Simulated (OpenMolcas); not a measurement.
## Multiplet structure of Pd III

```json
{
  "Program": "OpenMolcas 26.06",
  "Method": "MS-CASPT2, IPEA 0.25 Eh, imaginary shift 0.1 Eh (closed shells correlated: 4s 4p)",
  "Basis": "ANO-RCC-VQZP [8s7p5d3f2g1h]",
  "Scalar Hamiltonian": "DKH2, point nucleus",
  "Active space": "8 electrons in 6 orbitals (4d 5s)",
  "State averaging": "2S+1 = 3 even, 55 roots; 2S+1 = 5 even, 10 roots kept (CI in the orbitals of an earlier block); 2S+1 = 1 even, 43 roots kept (CI in the orbitals of an earlier block)",
  "Spin-orbit coupling": "RASSI with atomic mean-field integrals over the reference wave functions, term energies averaged over their components"
}
```

With spin-orbit coupling, above the lowest level:

```json
{"Configuration": "4d⁸", "Term": "³F", "J": "4", "E (cm⁻¹)": "0.0", "Measured (cm⁻¹)": "0.0", "g": "1.249", "Term weight %": "99", "Second": ""}
{"Configuration": "4d⁸", "Term": "³F", "J": "3", "E (cm⁻¹)": "3310", "Measured (cm⁻¹)": "3230", "g": "1.084", "Term weight %": "100", "Second": ""}
{"Configuration": "4d⁸", "Term": "³F", "J": "2", "E (cm⁻¹)": "4710", "Measured (cm⁻¹)": "4687", "g": "0.723", "Term weight %": "85", "Second": "14 ¹D"}
{"Configuration": "4d⁸", "Term": "³P", "J": "2", "E (cm⁻¹)": "10100", "Measured (cm⁻¹)": "", "g": "1.231", "Term weight %": "53", "Second": "35 ¹D"}
{"Configuration": "4d⁸", "Term": "³P", "J": "1", "E (cm⁻¹)": "13560", "Measured (cm⁻¹)": "13470", "g": "1.501", "Term weight %": "100", "Second": ""}
{"Configuration": "4d⁸", "Term": "³P", "J": "0", "E (cm⁻¹)": "13800", "Measured (cm⁻¹)": "13699", "g": "", "Term weight %": "98", "Second": "2 ¹S"}
{"Configuration": "4d⁸", "Term": "¹D", "J": "2", "E (cm⁻¹)": "14410", "Measured (cm⁻¹)": "", "g": "1.213", "Term weight %": "51", "Second": "45 ³P"}
{"Configuration": "4d⁸", "Term": "¹G", "J": "4", "E (cm⁻¹)": "17980", "Measured (cm⁻¹)": "17880", "g": "1.002", "Term weight %": "99", "Second": ""}
{"Configuration": "4d⁸", "Term": "¹S", "J": "0", "E (cm⁻¹)": "41520", "Measured (cm⁻¹)": "", "g": "", "Term weight %": "98", "Second": "2 ³P"}
{"Configuration": "4d⁷ 5s", "Term": "⁵F", "J": "5", "E (cm⁻¹)": "53010", "Measured (cm⁻¹)": "52916", "g": "1.397", "Term weight %": "98", "Second": ""}
{"Configuration": "4d⁷ 5s", "Term": "⁵F", "J": "4", "E (cm⁻¹)": "55060", "Measured (cm⁻¹)": "55089", "g": "1.346", "Term weight %": "97", "Second": ""}
{"Configuration": "4d⁷ 5s", "Term": "⁵F", "J": "3", "E (cm⁻¹)": "56650", "Measured (cm⁻¹)": "56742", "g": "1.248", "Term weight %": "98", "Second": ""}
{"Configuration": "4d⁷ 5s", "Term": "⁵F", "J": "2", "E (cm⁻¹)": "57720", "Measured (cm⁻¹)": "57845", "g": "1.002", "Term weight %": "98", "Second": ""}
{"Configuration": "4d⁷ 5s", "Term": "⁵F", "J": "1", "E (cm⁻¹)": "58380", "Measured (cm⁻¹)": "58527", "g": "0.012", "Term weight %": "97", "Second": "3 ³D"}
{"Configuration": "4d⁷ 5s", "Term": "³F(1)", "J": "4", "E (cm⁻¹)": "62550", "Measured (cm⁻¹)": "", "g": "1.243", "Term weight %": "94", "Second": "2 ¹G"}
{"Configuration": "4d⁷ 5s", "Term": "³F(1)", "J": "3", "E (cm⁻¹)": "65300", "Measured (cm⁻¹)": "", "g": "1.094", "Term weight %": "94", "Second": ""}
{"Configuration": "4d⁷ 5s", "Term": "⁵P", "J": "3", "E (cm⁻¹)": "66430", "Measured (cm⁻¹)": "65708", "g": "1.654", "Term weight %": "97", "Second": ""}
{"Configuration": "4d⁷ 5s", "Term": "⁵P", "J": "2", "E (cm⁻¹)": "66500", "Measured (cm⁻¹)": "65788", "g": "1.646", "Term weight %": "74", "Second": "13 ³P(1)"}
{"Configuration": "4d⁷ 5s", "Term": "³F(1)", "J": "2", "E (cm⁻¹)": "67000", "Measured (cm⁻¹)": "", "g": "0.828", "Term weight %": "84", "Second": "13 ⁵P"}
{"Configuration": "4d⁷ 5s", "Term": "⁵P", "J": "1", "E (cm⁻¹)": "67810", "Measured (cm⁻¹)": "67151", "g": "2.401", "Term weight %": "90", "Second": "8 ³P(1)"}
{"Configuration": "4d⁷ 5s", "Term": "³G", "J": "5", "E (cm⁻¹)": "70470", "Measured (cm⁻¹)": "69986", "g": "1.188", "Term weight %": "89", "Second": "8 ³H"}
{"Configuration": "4d⁷ 5s", "Term": "³G", "J": "4", "E (cm⁻¹)": "71450", "Measured (cm⁻¹)": "71047", "g": "1.026", "Term weight %": "79", "Second": "11 ³H"}
```

Against the 15 measured excited levels shown (Moore, Atomic Energy Levels, vol. III, NSRDS-NBS 35 (1971 reprint of NBS Circular 467, 1958)) the mean absolute deviation is 260 cm-1; the largest miss in energy is 4d⁷ 5s ⁵P₃: computed 66430, measured 65708 cm⁻¹ (+1.1 %), and the largest in proportion 4d⁸ ³F₃ (+2.6 %).

Spin-orbit coupling puts the lowest level 2521 cm⁻¹ below the lowest spin-free term.

For ³F the intervals divided by the larger J are -464.3, -828.7 cm-1. Landé's interval rule makes them equal in pure LS coupling; they differ by 56 % of their mean. The multiplet is inverted.

CASPT2 breaks the degeneracy within a term, and the mean is taken; among the terms shown or strongly mixed into the levels shown the widest spread is 1200 cm-1 (4d⁷ 5s ⁵F). Terms from blocks run as CI alone lack orbitals of their own. A single d shell beside an s shell can misplace configurations of different d count against each other. Computed and measured levels are paired by configuration, term and J; levels that our copy of the source lacks, or whose pairing is in doubt (as where it misses far off the trend of its configuration), stay unpaired and out of the deviations. Only configurations of the active space appear. The first state left out of the spin-orbit step lies near 90000 cm-1 above the lowest spin-free state of the reference (among the parities and spins computed), and the list stops at four fifths of that energy or lower.

The term weight is that of the spin-free term in the level, not the purity of its configuration. A number in round brackets counts repeated terms of one configuration in the order of the reference energies.
